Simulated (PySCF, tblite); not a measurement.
Ca2+ and 5 × water

A gas-phase complex of Ca2+ and 5 × water; charge +2, singlet. The structure comes from a short search (6 tight-binding starts) and was relaxed by PBE0-D3(BJ)/def2-SVPD; another way of binding may lie lower. No frequency run checks that it is a minimum.

```csv
part,name,SMILES,atoms,charge,multiplicity
1,Ca2+,[Ca+2],1,+2,1
2,water,O,2–4,0,1
3,water,O,5–7,0,1
4,water,O,8–10,0,1
5,water,O,11–13,0,1
6,water,O,14–16,0,1
```

```xyz
16

Ca    0.670    0.710   -0.047
O     1.804   -1.239   -0.651
H     2.735   -1.457   -0.509
H     1.429   -2.007   -1.105
O     2.384    2.005    0.882
H     2.978    2.607    0.414
H     2.624    2.083    1.814
O    -1.494    0.178   -0.762
H    -1.901    0.390   -1.613
H    -2.185   -0.264   -0.251
O     0.895    2.022   -2.001
H     0.553    2.908   -2.179
H     1.363    1.769   -2.809
O     0.008    0.161    2.152
H     0.228   -0.654    2.623
H    -0.518    0.676    2.779
```
(Å; atoms numbered from 1)

| contact | kind (by geometry) | distance (Å) | angle (°) |
| --- | --- | --- | --- |
| Ca1···O2 | ion contact | 2.335 | - |
| Ca1···O8 | ion contact | 2.340 | - |
| Ca1···O5 | ion contact | 2.341 | - |
| Ca1···O14 | ion contact | 2.361 | - |
| Ca1···O11 | ion contact | 2.364 | - |

Interaction energies are complex less parts, with the parts frozen as they stand in it; counterpoise-corrected, in kcal/mol (PySCF).

**Question.** How strongly do the parts interact, level by level?

**Answer.** 
```json
{"level": "wB97M-D3(BJ)/def2-SVPD", "interaction": "-220.28", "superposition error removed": "-4.74"}
{"level": "PBE0-D3(BJ)/def2-SVPD", "interaction": "-224.41", "superposition error removed": "-5.08"}
```

**Question.** What holds them together? Decompose the wB97M-D3(BJ)/def2-SVPD energy: frozen parts, their antisymmetrised product, then relaxation.

**Answer.** electrostatic -217.3, Pauli repulsion +81.0, orbital relaxation -83.7, dispersion correction -5.0 kcal/mol, which sum to the value before the counterpoise correction; the Pauli term holds the exchange-correlation of the frozen density too. Of the attraction, 71 % is electrostatic, 27 % is orbital relaxation, 2 % is dispersion correction.

The parts were also relaxed and run alone, at the levels used for the complex: shieldings by PBE0/pcSseg-1; core levels by delta-SCF with SCAN, pcX-2 on the ionised atom and pcseg-1 elsewhere, spin-free X2C.

Values alone: shielding of Ca1 (ppm): 1412.6; shielding of O2 (ppm): 335.3; shielding of O8 (ppm): 335.3; O2 1s core level (eV): 539.76; O5 1s core level (eV): 539.76; O8 1s core level (eV): 539.76.

**Question.** How do these values change when the complex forms?

**Answer.** 
| property | alone | in the complex | change |
| --- | --- | --- | --- |
| shielding of Ca1 (ppm) | 1412.6 | 1163.2 | -249.4 |
| shielding of O2 (ppm) | 335.3 | 306.3 | -29.0 |
| shielding of O8 (ppm) | 335.3 | 307.0 | -28.3 |
| O2 1s core level (eV) | 539.76 | 548.78 | +9.02 |
| O5 1s core level (eV) | 539.76 | 548.58 | +8.82 |
| O8 1s core level (eV) | 539.76 | 548.60 | +8.84 |

Multiply charged ions in the gas phase bind far more strongly than in solution.
